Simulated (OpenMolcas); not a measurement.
S+.

```
Program             : OpenMolcas 26.06
Basis               : ANO-R3 [6s5p4d3f1g]
Scalar Hamiltonian  : X2C, finite nucleus
Active space        : 3 electrons in 3 orbitals (3p)
State averaging     : 2S+1 = 4 odd, 1 root; 2S+1 = 2 odd, 8 roots
Spin-orbit coupling : state interaction with AMFI integrals over the reference wave functions, term energies averaged over their components
```

Two sets of levels on these reference wave functions, in cm⁻¹ above 3s² 3p³ ⁴S°_3/2: one from CASSCF and one from SS-CASPT2, IPEA 0.25 Eh, imaginary shift 0.1 Eh (closed shells correlated: 2s 2p 3s).

| Level | Set 1 | Set 2 |
| --- | --- | --- |
| 3s² 3p³ ⁴S°_3/2 | 0.0 | 0.0 |
| 3s² 3p³ ²D°_3/2 | 19240 | 15080 |
| 3s² 3p³ ²D°_5/2 | 19260 | 15100 |
| 3s² 3p³ ²P°_1/2 | 31920 | 25620 |
| 3s² 3p³ ²P°_3/2 | 31940 | 25650 |

Problem. Which set is which?

Solution. Set 2 is SS-CASPT2. Its levels of the other terms of 3s² 3p³ lie at 0.78 to 0.80 of the other set's values, as expected, since terms of lower spin or lower L gain more correlation energy than the Hund ground term. Against 4 measured levels (NIST Handbook of Basic Atomic Spectroscopic Data) the mean absolute deviation is 650 cm-1 with it and 5900 cm-1 without; single levels miss by up to 1100 cm-1 with it.

CASPT2 does not keep the components of a term degenerate, so their means are used; among the terms shown or strongly mixed into the levels shown the widest spread is 230 cm-1 (3s² 3p³ ²P°, SS-CASPT2). With the s shell closed, the reference lacks s² → p² mixing. Without dynamic correlation excited terms often stand tens of per cent too high (terms of higher spin than the ground term too low), and those without a measured partner can miss by more than the paired ones (holds for CASSCF). Computed and measured levels are paired by configuration, term and J; levels that our copy of the source lacks, or whose pairing is in doubt (as where it misses far off the trend of its configuration), stay unpaired and out of the deviations. Only configurations of the active space appear.

° marks odd parity.
